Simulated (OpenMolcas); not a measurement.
A calculation on Pt.

```yaml
Program: OpenMolcas
Method: "MS-CASPT2, IPEA 0.25 Eh, imaginary shift 0.1 Eh (closed shells correlated: 5s 5p)"
Basis: ANO-RCC-VTZP [8s7p5d3f1g]
Scalar_Hamiltonian: DKH2, point nucleus
Active_space: 10 electrons in 11 orbitals (5d 6s 6d)
State_averaging: 2S+1 = 3 even, 15 roots; 2S+1 = 1 even, 11 roots kept (CI in the orbitals of an earlier block)
Spin-orbit_coupling: state interaction with AMFI integrals over the reference wave functions, term energies averaged over their components
```

(1) Which level of the active space comes out lowest?

(2) How high does 5d8 6s2 3F4 lie?

(3) How high does 5d10 1S0 lie?

(4) How high does 5d9 6s 3D1 lie?

(5) The level at 12850 cm-1 has J = 2. What is it made of, and what is its g factor?

Measured values: NIST Handbook of Basic Atomic Spectroscopic Data.

Answers

(1) 5d9 6s 3D3, with 100 % of that term; it is also the measured ground level.

(2) 970 cm-1 above the lowest level; measured 824 cm-1 above the ground level, so the calculation is off by +18 %.

(3) 7490 cm-1 above the lowest level; measured 6140 cm-1 above the ground level, so the calculation is off by +22 %.

(4) 10330 cm-1 above the lowest level; measured 10132 cm-1 above the ground level, so the calculation is off by +2 %.

(5) 30 % 5d9 6s 1D2, 30 % 5d8 6s2 3P, 23 % 5d9 6s 3D; g = 1.181, against 1.000 from Landé's formula for the pure leading term.

CASPT2 breaks the degeneracy within a term, and the mean is taken; among the terms shown or strongly mixed into the levels shown the widest spread is 980 cm-1 (5d8 6s2 3F). Terms from blocks run as CI alone lack orbitals of their own. Active for correlation alone: 6d; no level in the range computed is led by a configuration that fills it, so any true level of that kind is missing. The CASPT2 spread within a term exceeds the gap to the next term for 5d8 6s2 3F and 5d10 1S, so the order of their levels is uncertain. Measured partners are found by configuration, term and J. A level has none where our copy of the source lacks it or the pairing is in doubt (some pairs that miss far off the trend of their configuration count as doubtful), and it then counts in no deviation. Levels of configurations outside the active space are missing.
